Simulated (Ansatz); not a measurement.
Cost and result for the atomization energy of C$_{2}$H$_{6}$O$_{2}$Si, SMILES `O/C=C/[SiH2]O` (11 atoms, 10 bonds).

Z-matrix (Å, degrees):
```
Si
O 1 1.652
C 1 1.843 2 111.0
H 1 1.484 2 104.9 3 -121.6
H 1 1.492 2 111.3 3 121.3
H 2 0.958 1 116.8 3 -71.0
C 3 1.334 1 121.7 2 -13.3
H 3 1.091 1 119.8 2 166.6
O 7 1.346 3 127.4 1 179.7
H 7 1.086 3 122.2 1 -0.2
H 9 0.964 7 109.2 3 0.7
```

Charge 0, multiplicity 1. Geometry: relaxed with PBE0-D4/def2-TZVP. It is one conformer, not always the lowest. Program: Ansatz. All runs use 4 threads of an Arm Neoverse V1 on a shared host. Times are those of one run each, without the atoms' runs, and a repeat can differ threefold. Electronic energies, without spin–orbit coupling; frozen cores. CCSD(T)/CBS adds CCSD(T) − MP2 in def2-TZVPP to the MP2 limit, and its time is that of the two runs behind it. T1 = 0.013. B3LYP takes the VWN-RPA correlation (the form of Gaussian; ORCA's B3LYP/G).

CCSD(T)/CBS is a level of theory with its own doubt, some kJ/mol a heavy atom from the limit and from the frozen cores, so smaller differences don't rank the functionals.

```
                             level  functions  wall time
   PBE-D4/def2-TZVPP (with forces)        250      2.4 s
                PBE0-D4/def2-TZVPP        250      2.6 s
 B3LYP-D4/def2-TZVPP (with forces)        250      4.2 s
r2SCAN-D4/def2-TZVPP (with forces)        250      4.5 s
                 B2PLYP/def2-TZVPP        250      5.5 s
                ωB97X-V/def2-TZVPP        250        7 s
  ωB97M-V/def2-TZVPP (with forces)        250       11 s
                    MP2/def2-QZVPP        478       21 s
                CCSD(T)/def2-TZVPP        250    2.5 min
                 CCSD(T)/CBS(def2)          –    2.8 min
```

(1) What atomization energy does each give, and how far from CCSD(T)/CBS? (Estimate.)

Results:

(1) Computed: 
```
                             level  atomization (kcal/mol)  difference from CCSD(T)/CBS  per bond
   PBE-D4/def2-TZVPP (with forces)                  1039.4                         18.0       1.8
                PBE0-D4/def2-TZVPP                  1016.9                         -4.5      -0.4
 B3LYP-D4/def2-TZVPP (with forces)                  1017.6                         -3.8      -0.4
r2SCAN-D4/def2-TZVPP (with forces)                  1022.1                          0.7       0.1
                 B2PLYP/def2-TZVPP                  1008.7                        -12.7      -1.3
                ωB97X-V/def2-TZVPP                  1020.7                         -0.7      -0.1
  ωB97M-V/def2-TZVPP (with forces)                  1022.3                          0.9       0.1
                    MP2/def2-QZVPP                  1030.8                          9.4       0.9
                CCSD(T)/def2-TZVPP                   992.8                        -28.6      -2.9
                 CCSD(T)/CBS(def2)                  1021.4                          0.0       0.0
```

In def2-TZVPP, CCSD(T) changes the Hartree–Fock value by +262.4 kcal/mol (the triples alone add +16.2 kcal/mol) and MP2 by +283.4 kcal/mol; breaking electron pairs costs correlation energy, which Hartree–Fock lacks. The D4 term adds +7.8 kcal/mol with B3LYP and +4.1 kcal/mol with PBE0; it sums over pairs of atoms, weighted by their polarisabilities, and B3LYP, whose exchange is more repulsive, gets the larger term. From PBE to PBE0 (25 % exact exchange), in def2-TZVPP and without D4, the atomization energy moves by −21.7 kcal/mol: exact exchange takes away binding that semilocal exchange gives to molecules.
